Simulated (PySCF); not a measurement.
PySCF input file for C5H6O2, SMILES [C@@H]1(OC=CC1=O)C, PBE-D3(BJ)/def2-SVP. Geometry: PBE-D3(BJ)/def2-SVP. The structure was generated by enumeration; whether it is a known compound was not checked. Other conformers were not sampled.

```python
import numpy as np
from pyscf import gto, scf, dft, df
from pyscf.hessian import thermo

mol = gto.M(
    atom='''
    C    -1.84039353   -0.59865940   -0.54461289
    C    -0.67486183   -0.35549801    0.39400041
    O     0.30187341   -1.42987330    0.30640196
    C     1.48745703   -0.86523981    0.01088281
    C     1.48944924    0.49209502   -0.13304039
    C     0.11219119    0.94151901    0.07531212
    O    -0.38865218    2.05632467    0.01197210
    H    -2.50211463    0.28918158   -0.50244600
    H    -2.41746112   -1.49928011   -0.26033273
    H    -1.48178758   -0.71330909   -1.58666690
    H    -1.01137475   -0.32062066    1.45325153
    H     2.31891268   -1.58048462   -0.08199709
    H     2.34500311    1.12760127   -0.38405367
    ''',
    basis='def2-SVP',
    charge=0,
    spin=0,
    max_memory=1600,
    verbose=3,
)
mf = dft.RKS(mol, xc='pbe').density_fit(auxbasis='def2-universal-jkfit')
mf.disp = 'd3bj'
mf.grids.level = 3
mf.conv_tol = 1e-11
mf.max_cycle = 100
mf.kernel()

# [left out here: the lines that compute and print the analytic Hessian (its translational invariance restored by hand, since the grid's response is missing), thermochemistry and intensities]
```

Output:

```
converged SCF energy = -343.92612595484

WARN: DFTD3 does not support analytical Hessian, using finite difference


WARN: Mole.unit (angstrom) is changed to Bohr

Mode                                 0                   1                   2
Irrep
Freq [cm^-1]                      114.8986            220.8064            236.7637
Reduced mass [au]                   4.2089              1.7121              1.4899
Force const [Dyne/A]                0.0327              0.0492              0.0492
Char temp [K]                     165.3135            317.6912            340.6503
Normal mode                   x     y     z       x     y     z       x     y     z
       0   C                -0.08  0.03  0.09   -0.04 -0.12  0.01   -0.05 -0.09  0.01
       1   C                 0.02 -0.02 -0.03   -0.02  0.03 -0.04   -0.01  0.01 -0.06
       2   O                 0.01 -0.02 -0.11   -0.03  0.02 -0.02   -0.01  0.01 -0.02
       3   C                 0.03  0.01  0.03   -0.01  0.00  0.02    0.00  0.01  0.02
       4   C                 0.04  0.02  0.14    0.01 -0.00  0.01    0.01  0.01 -0.00
       5   C                 0.01 -0.01 -0.01    0.01  0.03 -0.03    0.01  0.02 -0.03
       6   O                -0.01 -0.02 -0.09    0.08  0.06  0.03    0.05  0.04  0.07
       7   H                -0.04  0.05  0.16   -0.33 -0.35  0.23    0.12  0.05 -0.33
       8   H                -0.09  0.05  0.14    0.29 -0.35 -0.08   -0.24  0.13  0.33
       9   H                -0.19  0.02  0.05   -0.11  0.17 -0.04   -0.05 -0.56  0.06
      10   H                 0.11 -0.04  0.01   -0.01  0.05 -0.04    0.01  0.06 -0.05
      11   H                 0.04  0.02  0.04   -0.02 -0.01  0.06    0.01  0.01  0.07
      12   H                 0.06  0.04  0.23    0.02 -0.01  0.05    0.02  0.01  0.05
Mode                                 3                   4                   5
Irrep
Freq [cm^-1]                      313.9101            463.0415            502.3886
Reduced mass [au]                   3.0037              4.1866              3.5570
Force const [Dyne/A]                0.1744              0.5289              0.5289
Char temp [K]                     451.6468            666.2136            722.8254
Normal mode                   x     y     z       x     y     z       x     y     z
       0   C                 0.07 -0.06  0.00   -0.06  0.00 -0.02   -0.09 -0.00 -0.04
       1   C                -0.01  0.02  0.08   -0.05 -0.10  0.03   -0.01  0.00 -0.08
       2   O                -0.03  0.01 -0.02    0.06 -0.03  0.02    0.04  0.04  0.12
       3   C                -0.05 -0.01 -0.12    0.03  0.05 -0.00    0.01  0.00 -0.10
       4   C                -0.00  0.01  0.10   -0.08  0.03 -0.01    0.07  0.02  0.07
       5   C                 0.00  0.03  0.08   -0.06 -0.03  0.05    0.03 -0.02  0.01
       6   O                 0.02  0.03 -0.07    0.13  0.05 -0.04   -0.01 -0.05  0.01
       7   H                 0.03 -0.09 -0.18    0.04  0.08  0.03   -0.07  0.01  0.08
       8   H                 0.08 -0.06  0.03   -0.18  0.05 -0.11   -0.09  0.01  0.02
       9   H                 0.20 -0.17  0.06   -0.06  0.06 -0.03   -0.25  0.02 -0.10
      10   H                -0.03 -0.03  0.07   -0.08 -0.20  0.02   -0.10  0.10 -0.11
      11   H                -0.11 -0.04 -0.36    0.08  0.11 -0.02   -0.05 -0.05 -0.31
      12   H                -0.01 -0.00  0.05   -0.18  0.14 -0.05    0.04  0.02  0.00
Mode                                 6                   7                   8
Irrep
Freq [cm^-1]                      614.3882            690.5592            770.4943
Reduced mass [au]                   6.6730              2.9581              1.6126
Force const [Dyne/A]                1.4841              0.8311              0.5641
Char temp [K]                     883.9678            993.5609           1108.5698
Normal mode                   x     y     z       x     y     z       x     y     z
       0   C                 0.03  0.00  0.01   -0.06 -0.02 -0.04   -0.06 -0.01 -0.01
       1   C                 0.06 -0.02 -0.06   -0.01 -0.00 -0.00   -0.05 -0.02  0.08
       2   O                 0.04 -0.12  0.05    0.01 -0.01 -0.03    0.03  0.01  0.01
       3   C                -0.02 -0.06 -0.02    0.03 -0.02  0.05    0.03 -0.02 -0.05
       4   C                -0.05 -0.03  0.05    0.05 -0.03 -0.05    0.06 -0.02 -0.07
       5   C                -0.02  0.10 -0.05    0.06  0.08  0.16    0.02  0.04 -0.01
       6   O                -0.05  0.12  0.01   -0.05  0.03 -0.04   -0.03  0.03 -0.00
       7   H                 0.10  0.05  0.12   -0.09 -0.04 -0.03   -0.06 -0.01 -0.12
       8   H                -0.02  0.04  0.03   -0.02 -0.01  0.05   -0.13 -0.03 -0.18
       9   H                -0.09  0.04 -0.03   -0.13 -0.07 -0.06    0.11  0.03  0.04
      10   H                 0.07  0.01 -0.05   -0.11 -0.20 -0.03   -0.02 -0.09  0.10
      11   H                 0.04  0.02 -0.09    0.02 -0.04  0.03    0.05 -0.03  0.17
[...]
       1   C                 0.02  0.01  0.02   -0.05  0.01 -0.01    0.03  0.02 -0.01
       2   O                -0.00 -0.01 -0.00   -0.06 -0.02  0.02    0.00 -0.00  0.00
       3   C                 0.01 -0.00 -0.00    0.14  0.00 -0.03   -0.01  0.00  0.00
       4   C                -0.02  0.02  0.00   -0.11  0.10  0.01    0.01 -0.00 -0.00
       5   C                 0.01 -0.00 -0.01    0.06  0.03 -0.01   -0.01 -0.00  0.00
       6   O                -0.00  0.00  0.00    0.01 -0.03  0.00    0.00 -0.00 -0.00
       7   H                 0.35  0.30  0.34   -0.03 -0.05  0.03   -0.35 -0.29  0.50
       8   H                 0.35 -0.20  0.26   -0.06  0.06  0.06   -0.40  0.28  0.02
       9   H                 0.41 -0.05  0.11   -0.00  0.05 -0.02    0.42 -0.22  0.14
      10   H                -0.06  0.02 -0.00    0.17 -0.16  0.06   -0.06 -0.04 -0.04
      11   H                -0.03 -0.05  0.02   -0.13 -0.34  0.05   -0.00  0.01 -0.00
      12   H                 0.02 -0.03  0.00    0.16 -0.27  0.00   -0.01  0.01 -0.00
Mode                                24                  25                  26
Irrep
Freq [cm^-1]                     1417.1519           1581.0543           1771.0954
Reduced mass [au]                   1.0580              5.4379             12.3317
Force const [Dyne/A]                1.2519              8.0090             22.7906
Char temp [K]                    2038.9661           2274.7851           2548.2120
Normal mode                   x     y     z       x     y     z       x     y     z
       0   C                -0.01 -0.05 -0.02   -0.00  0.01  0.00   -0.00  0.00 -0.00
       1   C                 0.02 -0.03  0.00    0.00 -0.02  0.00    0.01 -0.00  0.00
       2   O                 0.00  0.01 -0.00    0.02  0.03 -0.01    0.01 -0.00 -0.00
       3   C                -0.01  0.00  0.00   -0.04 -0.20  0.03   -0.01 -0.02  0.00
       4   C                 0.00 -0.01  0.00   -0.00  0.17 -0.02    0.02 -0.01 -0.00
       5   C                 0.00  0.00 -0.00   -0.02 -0.02  0.01   -0.10  0.21 -0.01
       6   O                -0.00  0.01  0.00    0.01  0.00 -0.00    0.06 -0.13  0.01
       7   H                -0.12 -0.10 -0.28   -0.03 -0.01 -0.02    0.01  0.02  0.00
       8   H                -0.10  0.22  0.57    0.00  0.00  0.00    0.02 -0.01  0.02
       9   H                 0.21  0.63 -0.01   -0.00 -0.00  0.00    0.01  0.01 -0.00
      10   H                -0.05  0.05 -0.02   -0.03  0.06 -0.01   -0.01  0.01 -0.01
      11   H                 0.00  0.02 -0.00    0.25  0.11 -0.06    0.01  0.00 -0.00
      12   H                -0.02  0.02  0.00    0.15  0.01 -0.03   -0.02  0.05 -0.00
Mode                                27                  28                  29
Irrep
Freq [cm^-1]                     2983.4379           2995.5647           3081.8153
Reduced mass [au]                   1.0353              1.0854              1.1039
Force const [Dyne/A]                5.4293              5.7387              6.1770
Char temp [K]                    4292.5029           4309.9507           4434.0460
Normal mode                   x     y     z       x     y     z       x     y     z
       0   C                 0.04  0.00  0.03    0.01  0.00 -0.01    0.06 -0.03 -0.06
       1   C                 0.00 -0.00 -0.00   -0.02  0.00  0.08    0.00 -0.00 -0.01
       2   O                -0.00  0.00 -0.00   -0.00  0.00 -0.00   -0.00  0.00  0.00
       3   C                 0.00 -0.00 -0.00    0.00  0.00 -0.00    0.00 -0.00 -0.00
       4   C                 0.00  0.00 -0.00    0.00 -0.00  0.00   -0.00  0.00  0.00
       5   C                -0.00 -0.00  0.00    0.00  0.00  0.00   -0.00 -0.00  0.00
       6   O                -0.00  0.00 -0.00   -0.00  0.00 -0.00   -0.00 -0.00 -0.00
       7   H                -0.34  0.45  0.03   -0.03  0.04  0.00   -0.33  0.44  0.01
       8   H                -0.28 -0.44  0.15   -0.03 -0.05  0.02   -0.11 -0.20  0.05
       9   H                 0.20 -0.06 -0.56   -0.02  0.00  0.04   -0.24  0.07  0.69
      10   H                -0.01  0.00  0.03    0.29 -0.02 -0.91   -0.02  0.00  0.08
      11   H                -0.00  0.00  0.00    0.01 -0.01  0.00   -0.00  0.00  0.00
      12   H                 0.00 -0.00 -0.00    0.00  0.00  0.00    0.00  0.00 -0.00
Mode                                30                  31                  32
Irrep
Freq [cm^-1]                     3088.6755           3146.3058           3203.2483
Reduced mass [au]                   1.1055              1.0956              1.1021
Force const [Dyne/A]                6.2137              6.3903              6.6629
Char temp [K]                    4443.9164           4526.8335           4608.7611
Normal mode                   x     y     z       x     y     z       x     y     z
       0   C                 0.01  0.08 -0.03   -0.00  0.00  0.00   -0.00 -0.00  0.00
       1   C                 0.00  0.00 -0.00   -0.00  0.00  0.00    0.00  0.00 -0.00
       2   O                 0.00 -0.00  0.00    0.00  0.00 -0.00    0.00  0.00 -0.00
       3   C                 0.00  0.00 -0.00    0.06 -0.06 -0.01   -0.01  0.02  0.00
       4   C                -0.00 -0.00  0.00   -0.01 -0.00  0.00   -0.06 -0.05  0.02
       5   C                -0.00  0.00 -0.00   -0.00  0.00 -0.00    0.00 -0.00 -0.00
       6   O                 0.00 -0.00  0.00    0.00 -0.00  0.00   -0.00  0.00  0.00
       7   H                 0.33 -0.43 -0.03    0.00 -0.00  0.00   -0.00  0.00  0.00
       8   H                -0.39 -0.61  0.20    0.00  0.00 -0.00    0.00  0.00 -0.00
       9   H                -0.06  0.03  0.16    0.00 -0.00 -0.00    0.00 -0.00 -0.00
      10   H                -0.01 -0.00  0.03    0.00 -0.00 -0.01   -0.00 -0.00  0.00
      11   H                 0.00 -0.00 -0.00   -0.71  0.61  0.08    0.12 -0.11 -0.01
      12   H                 0.00  0.00 -0.00    0.13  0.10 -0.04    0.73  0.55 -0.21
temperature 298.1500 [K]
pressure 101325.00 [Pa]
Rotational constants [GHz] 3.66411 3.34682 1.89946
Symmetry number 1
Zero-point energy (ZPE) 0.09943 [Eh]   261065.667 [J/mol]
                           tot       elec      trans        rot        vib
Entropy [J/mol/K]       329.162      0.000    165.941    113.075     50.146
Cv [J/mol/K]             97.568      0.000     12.472     12.472     72.625
Cp [J/mol/K]            105.882      0.000     20.786     12.472     72.625
Internal energy [J/mol]                      3718.434   3718.434 270202.196
Internal energy [Eh]   -343.82038  -343.92613
Enthalpy [J/mol]                             6197.391   3718.434 270202.196
Enthalpy [Eh]          -343.81943
Gibbs free energy [J/mol]                  -43277.907 -29994.736 255251.090
Gibbs free energy [Eh] -343.85681
mode   freq/cm-1   IR/(km/mol)
   1      114.90         4.397
   2      220.81         3.422
   3      236.76         0.490
   4      313.91         0.542
   5      463.04         8.029
   6      502.39        13.713
   7      614.39         3.042
   8      690.56         0.903
   9      770.49        18.299
  10      792.07        19.049
  11      798.24        15.208
  12      849.63        10.849
  13      927.69         1.569
  14     1000.95        11.867
  15     1027.35        17.577
  16     1042.77         8.853
  17     1095.37        23.626
  18     1122.37        36.054
  19     1194.90        91.619
  20     1242.92         4.885
  21     1270.73         4.811
  22     1330.32        15.483
  23     1349.61        35.018
  24     1406.26        11.990
  25     1417.15         4.762
  26     1581.05       115.035
  27     1771.10       260.634
  28     2983.44        11.401
  29     2995.56         5.871
  30     3081.82         6.862
  31     3088.68         4.783
  32     3146.31         4.194
  33     3203.25         0.573
max |gradient| / (hartree/bohr): 5.6823041541889714e-05
APT charges: [ 0.0357  0.1927 -0.6171  0.524  -0.4233  0.735  -0.656   0.0372  0.0024
  0.0079  0.0129  0.0641  0.0846]
```

Self-consistency was reached.
